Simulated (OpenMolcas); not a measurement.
**Computed transition rates of Ge I**

| Property | Result |
| --- | --- |
| Program | OpenMolcas 26.06 |
| Method | SS-CASPT2, IPEA 0.25 Eh, imaginary shift 0.1 Eh (closed shells correlated: 3d) |
| Basis | ANO-R3 [7s6p5d4f2g] |
| Scalar Hamiltonian | X2C, finite nucleus |
| Active space | 4 electrons in 4 orbitals (4s 4p) |
| State averaging | 2S+1 = 3 even, 3 roots; 2S+1 = 1 even, 6 roots; 2S+1 = 5 odd, 1 root; 2S+1 = 3 odd, 5 roots |
| Spin-orbit coupling | state interaction with AMFI integrals over the reference wave functions, term energies averaged over their components |

Rates come from the transition moments of the reference wave functions (E1 and E2 in the length form). At fixed line strength A goes as λ^-3 for E1 and M1 and as λ^-5 for E2, so a rate at the computed wavelength can be rescaled to the measured one. Measured vacuum wavelengths follow from level energies in NIST Handbook of Basic Atomic Spectroscopic Data. Branching counts decays inside the model space alone, at computed energies, and the table is only a selection of the E2 and M1 lines, drawn from those between levels with measured partners whose computed energy lies within a factor of 1.5 of the measured one.

```
      Upper        Lower  Type  λ computed (nm)  λ measured (nm)  A computed (s-1)  A rescaled (s-1)  Branching %
4s2 4p2 3P1  4s2 4p2 3P0    M1            20410            17950          2.11e-03          3.10e-03        100.0
4s2 4p2 3P2  4s2 4p2 3P1    M1            13260            11730          5.75e-03          8.31e-03        100.0
4s2 4p2 1D2  4s2 4p2 3P2    M1             1784             1750          7.29e-02                           66.5
4s2 4p2 1D2  4s2 4p2 3P2    E2             1784             1750          7.20e-04                            0.7
4s2 4p2 1D2  4s2 4p2 3P1    M1             1573             1522          3.59e-02                           32.7
4s2 4p2 1S0  4s2 4p2 1D2    E2             1101             1082          1.07e+00          1.17e+00         49.1
4s2 4p2 1S0  4s2 4p2 3P2    E2            680.8            668.6          5.43e-02                            2.5
4s2 4p2 1S0  4s2 4p2 3P1    M1            647.5            632.5          1.06e+00                           48.4
```

Spin-changing lines and M1 lines between different terms are not rescaled, since their strength hangs on the term gaps too.

The largest correction is for 4s2 4p2 3P1 → 4s2 4p2 3P0 (M1): 2.11e-03 × (20410 / 17950)^3 = 3.10e-03 s-1, a factor of 1.47.

No measured rate stands beside these. Rescaling mends the energy factor alone: line strengths can still be far off where a level mixes with configurations outside the active space, and weak or spin-changing lines hang on small mixing coefficients that depend on the term gaps too, so rescaling need not improve them.

CASPT2 does not keep the components of a term degenerate, so their means are used; among the terms shown or strongly mixed into the levels shown the widest spread is 17 cm-1 (4s2 4p2 1D). Over all roots computed the reference weight is 0.86 to 0.95; the roots of lowest weight are the least certain, and an intruder state may touch them. Computed and measured levels are paired by configuration, term and J; levels that our copy of the source lacks, or whose pairing is in doubt (as where it misses far off the trend of its configuration), stay unpaired. Levels of configurations outside the active space are missing.
